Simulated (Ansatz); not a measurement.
Isolated molecules relaxed with PBE0-D4/def2-TZVP in Ansatz; ΔE leaves out vibrations. CCSD(T)/CBS adds triple-zeta CCSD(T) − MP2 to the extrapolated MP2 energy (def2 sets, frozen cores). This one scheme is used for every species. Functionals use def2-TZVPP. B3LYP here is the variant with VWN-RPA as its local correlation; programs differ in this. HSE06 is defined as in plane-wave codes. def2 core potentials past Kr. For Sn outer-core shells are correlated without core-valence functions, which leaves a few kJ/mol of doubt a bond. One conformer a species, not always the lowest.

`CN[BH][SnH3]` + HCl → `CNBCl` + `[SnH4]`  (cleavage of the B–Sn bond)

| level | ΔE (kJ/mol) | difference from CCSD(T)/CBS |
| --- | --- | --- |
| LDA (SPW92) | -91.5 | -7.7 |
| BLYP-D4 | -90.3 | -6.5 |
| r2SCAN-D4 | -96.5 | -12.7 |
| B97M-V | -106.9 | -23.1 |
| PBE0-D4 | -91.4 | -7.6 |
| r2SCANh-D4 | -96.9 | -13.1 |
| r2SCAN0-D4 | -97.5 | -13.7 |
| HSE06-D4 | -91.4 | -7.6 |
| BHLYP-D4 | -98.2 | -14.4 |
| CAM-B3LYP-D4 | -97.2 | -13.4 |
| ωB97X-V | -95.8 | -12.0 |
| ωB97M-V | -95.4 | -11.6 |
| B2PLYP | -95.3 | -11.5 |
| PBE-QIDH | -94.5 | -10.7 |
| PBE | -90.0 | -6.2 |
| revPBE | -89.7 | -5.9 |
| r2SCAN | -97.2 | -13.4 |
| PBE0 | -93.5 | -9.7 |
| B3LYP | -96.7 | -12.9 |
| r2SCANh | -97.6 | -13.8 |
| r2SCAN0 | -98.4 | -14.6 |
| HSE06 | -93.5 | -9.7 |
| BHLYP | -102.3 | -18.5 |
| CAM-B3LYP | -99.5 | -15.7 |
| LC-ωPBE | -96.0 | -12.2 |
| RPA@PBE/def2-TZVPP | -85.3 | -1.5 |
| HF/def2-SVP | -118.2 | -34.4 |
| MP2/def2-SVP | -107.4 | -23.6 |
| CCSD/def2-SVP | -103.5 | -19.7 |
| CCSD(T)/def2-SVP | -102.0 | -18.2 |
| HF/def2-TZVPP | -110.9 | -27.1 |
| MP2/def2-TZVPP | -90.4 | -6.6 |
| SCS-MP2/def2-TZVPP | -92.2 | -8.4 |
| CCSD/def2-TZVPP | -90.1 | -6.3 |
| CCSD(T)/def2-TZVPP | -88.4 | -4.6 |
| HF/def2-QZVPP | -110.3 | -26.5 |
| MP2/def2-QZVPP | -87.6 | -3.8 |
| SCS-MP2/def2-QZVPP | -89.8 | -6.0 |
| HF/CBS(def2) | -110.2 | -26.4 |
| MP2/CBS(def2) | -85.8 | -2.0 |
| CCSD(T)/CBS | -83.8 | 0 |

Largest T1 diagnostic among the species: 0.014.

In def2-TZVPP, CCSD(T) changes the Hartree–Fock value by +22.5 kJ/mol (the triples alone add +1.7 kJ/mol) and MP2 by +20.5 kJ/mol. The D4 term adds +3.3 kJ/mol with B3LYP and +2.0 kJ/mol with PBE0; it sums over pairs of atoms, weighted by their polarisabilities, and B3LYP, whose exchange is more repulsive, gets the larger term. From PBE to PBE0 (25 % exact exchange), in def2-TZVPP and without D4, ΔE moves by −3.5 kJ/mol.

CCSD(T)/CBS has its own doubt, a few kJ/mol and more with outer-core shells, so smaller differences from it don't rank the levels.
